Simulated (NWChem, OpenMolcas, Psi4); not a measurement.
How basis sets differ on C2HCl2Si (SMILES C#C[Si](Cl)Cl)

C2HCl2Si: 6 atoms, total charge 0, spin state doublet. SMILES: `C#C[Si](Cl)Cl`. The coordinates come from a PBE0-D4/def2-TZVP relaxation.

```xyz
6

C     1.3245    0.4835    1.1115
C     0.5215    0.0954    0.2972
Si   -0.5044   -0.5838   -1.0218
Cl   -1.9140   -1.8306   -0.2261
Cl   -1.4060    0.9370   -2.0463
H     2.0204    0.8345    1.8394
```

Each level gives the dipole moment (D). The values are calculated.

```json
{"level": "UHF/STO-3G", "kind": "Hartree–Fock", "program": "OpenMolcas", "value (D)": "3.39"}
{"level": "UHF/3-21G", "kind": "Hartree–Fock", "program": "NWChem", "value (D)": "3.78"}
{"level": "UHF/cc-pVDZ", "kind": "Hartree–Fock", "program": "OpenMolcas", "value (D)": "2.37"}
{"level": "UHF/def2-SVP", "kind": "Hartree–Fock", "program": "NWChem", "value (D)": "2.31"}
{"level": "UHF/def2-SVP (density fitting)", "kind": "Hartree–Fock", "program": "Psi4", "value (D)": "2.31"}
```

The values span 2.31 to 3.78 D. Spin contamination of the reference (⟨S²⟩ at least 0.1 too high) touches UHF/STO-3G. Magnitudes only. Sets without polarisation functions give poor dipoles. Without the sets that lack polarisation functions the rows with a basis span only 2.31 to 2.37 D.
